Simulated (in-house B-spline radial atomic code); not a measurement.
Response and correlation of Si V (Si4+)

Closed shell [He] 2s2 2p6. Computed with a B-spline radial code for spherical atoms: Dirac-Hartree-Fock, relativistic RPA (time-dependent Dirac-Hartree-Fock) for the response and second-order many-body perturbation theory for correlation, no-pair Dirac-Coulomb Hamiltonian, finite nucleus.

Command:
```bash
python run_mb.py task.json out
```
Settings (nuclear radius in fm, box in bohr, cutoff in hartree):
```
basis_form          2
Z                   14
core_configuration  [He] 2s2 2p6
rms_radius          3.1224
mass_number         28
speed_of_light      137.036
box_radius          12.418
lmax                7
intervals           64
virtual_cutoff      4900.0
```

Run time, properties included: 0.8 s on 1 thread of AMD EPYC 9R45 (shared host).

```
multipole (bohr³, bohr⁵, bohr⁷)  uncoupled  coupled RPA
                         dipole    0.15297            ?
                     quadrupole   0.089254      0.10213
                       octupole   0.095105      0.10794
```

Task: What is the coupled dipole polarisability?

Result: 0.16237 atomic units, +6 % against the uncoupled value.

Task: Which subshells carry the dipole polarisability?

Result: 2p3/2 61.5 %, 2p1/2 30.3 %, 2s1/2 8.2 %.

Task: What does the dipole shielding factor come to?

Result: The dipole shielding factor is 0.714, against the exact N/Z = 10/14 = 0.714 of the non-relativistic theorem.

Dipole polarisability at imaginary frequency:

```
u (Eh)  α(iu) (bohr³)
     0         0.1624
 0.559         0.1607
  1.68         0.1489
  3.35          0.121
  5.59         0.0861
  11.2        0.03943
  22.4        0.01354
  55.9       0.002644
```

Task: What dispersion coefficients follow for two such ions (the dispersion part alone)?

Result: C6 = (3/π)∫α(iu)²du = 0.1194 hartree·bohr⁶ and C8 = 0.3895 hartree·bohr⁸.

Lowest J = 1 odd-parity excitations:

```json
{"energy (eV)": "105.39", "oscillator strength": "0.0184", "leading channel": "2p3/2 → s1/2", "weight": "0.601"}
{"energy (eV)": "106.62", "oscillator strength": "0.231", "leading channel": "2p1/2 → s1/2", "weight": "0.601"}
{"energy (eV)": "127.61", "oscillator strength": "0.00269", "leading channel": "2p3/2 → d3/2", "weight": "0.609"}
{"energy (eV)": "129.24", "oscillator strength": "0.0897", "leading channel": "2p3/2 → d3/2", "weight": "0.373"}
{"energy (eV)": "130.31", "oscillator strength": "1.01", "leading channel": "2p1/2 → d3/2", "weight": "0.607"}
{"energy (eV)": "137.95", "oscillator strength": "0.0176", "leading channel": "2p3/2 → s1/2", "weight": "0.921"}
{"energy (eV)": "138.61", "oscillator strength": "0.0286", "leading channel": "2p1/2 → s1/2", "weight": "0.921"}
{"energy (eV)": "145.74", "oscillator strength": "0.00264", "leading channel": "2p3/2 → d3/2", "weight": "0.679"}
```

Second-order correlation energy by the highest angular momentum of the excited pair (hartree): s -0.01886, p -0.145, d -0.1515, f -0.04339, g -0.01705, h -0.006557, i -0.00303, k -0.001588.

Task: What is the second-order correlation energy at the partial-wave limit?

Result: The listed waves sum to -0.38699 hartree; extrapolating the increments as (l + 1/2)⁻⁴ gives -0.39024 hartree, -1.06 eV per electron.
